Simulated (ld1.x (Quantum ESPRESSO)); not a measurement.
# An all-electron radial function and its pseudo partner (silicon (Si))

Columns: radius, all-electron u(r) and pseudo u(r) of the 3p shell (level -4.06 eV) of silicon in the configuration [Ne] 3s2 3p2; PBEsol, scalar-relativistic, ultrasoft scheme, ld1.x (Quantum ESPRESSO) 7.5.

| r (bohr) | all-electron | pseudo |
| --- | --- | --- |
| 0.113 | 0.1190 | -0.0064 |
| 0.225 | 0.2323 | -0.0251 |
| 0.338 | 0.2581 | -0.0553 |
| 0.450 | 0.2163 | -0.0951 |
| 0.563 | 0.1356 | -0.1431 |
| 0.675 | 0.0385 | -0.1961 |
| 0.788 | -0.0633 | -0.2526 |
| 0.900 | -0.1603 | -0.3093 |
| 1.013 | -0.2501 | -0.3648 |
| 1.125 | -0.3291 | -0.4164 |
| 1.238 | -0.3983 | -0.4634 |
| 1.350 | -0.4567 | -0.5041 |
| 1.463 | -0.5054 | -0.5386 |
| 1.575 | -0.5442 | -0.5664 |
| 1.688 | -0.5744 | -0.5881 |
| 1.800 | -0.5963 | -0.6039 |
| 1.913 | -0.6113 | -0.6148 |
| 2.025 | -0.6200 | -0.6211 |
| 2.138 | -0.6233 | -0.6234 |
| 2.250 | -0.6220 | -0.6220 |
| 2.363 | -0.6167 | -0.6167 |
| 2.475 | -0.6083 | -0.6083 |
| 2.588 | -0.5971 | -0.5971 |
| 2.700 | -0.5838 | -0.5838 |
| 2.813 | -0.5687 | -0.5687 |
| 2.925 | -0.5524 | -0.5524 |

(1) How many radial nodes do the two functions have?

(2) At about which radius was the pseudo-wave matched?

(3) Is the pseudo-wave norm-conserving?

## Answers

(1) The all-electron 3p function has n − l − 1 = 1; the pseudo-wave has 0, since the states of the same l below it are removed with the core.

(2) 2.25 bohr, where the columns begin to agree (steps of 0.11 bohr).

(3) No, it belongs to an ultrasoft set: the norm inside the radius is not constrained, and the difference is carried by the augmentation charge.
